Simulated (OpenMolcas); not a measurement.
# Tc4+: moving or changing the point charges

Tc4+ among 4 point charges of -1.5 e arranged as a square (D4h), 2.25 Å from the ion.

```yaml
Program: OpenMolcas 26.06
Method: CASSCF
Basis: ANO-RCC-VDZP [6s5p3d1f]
Scalar_Hamiltonian: DKH2, point nucleus
Active_space: 3 electrons in 5 orbitals (4d)
State_averaging: 2S+1 = 4 even, 10 roots; 2S+1 = 2 even, 40 roots
Spin-orbit_coupling: RASSI with atomic mean-field integrals over the reference wave functions
```

Runs around this geometry, states (labels of D4, the rotations of D4h). Energies in cm-1 above the lowest state or level, χT in cm3 K/mol.

```csv
R (Å),q (e),Ground state,First state of that spin,First gap with spin-orbit (degeneracies),χT at 300 K,First state of another spin
2.25,-0.98,4E,4B1 332.3,"1023 (2, 2)",0.260,2A1 14766
2.13,-1.5,4A2,4E 605.4,"545.2 (2, 2)",0.345,2A2 13554
2.25,-1.5,4E,4A2 268.0,"926.4 (2, 2)",0.281,2A2 14034
2.4,-1.5,4E,4B1 842.0,"1002 (2, 2)",0.262,2E 14639
```

The ground state changes within this set.

Without dynamic correlation the repulsion within the d shell is too large (B by tens of per cent), so at a given field states of lower spin stand too high. An orbital doublet at a regular site is open to a Jahn-Teller distortion, which this geometry leaves out (holds for R = 2.25, q = -0.98; R = 2.25, q = -1.5; R = 2.4, q = -1.5). The ground term spreads over less than 5000 cm-1, several times less than with real ligands, so orbital moments are less quenched and χT lies further from the spin-only value than at real sites (holds for R = 2.25, q = -0.98; R = 2.25, q = -1.5; R = 2.4, q = -1.5). Point charges carry no covalency, so the field is a model and not that of real ligands. No measured value stands beside these numbers.
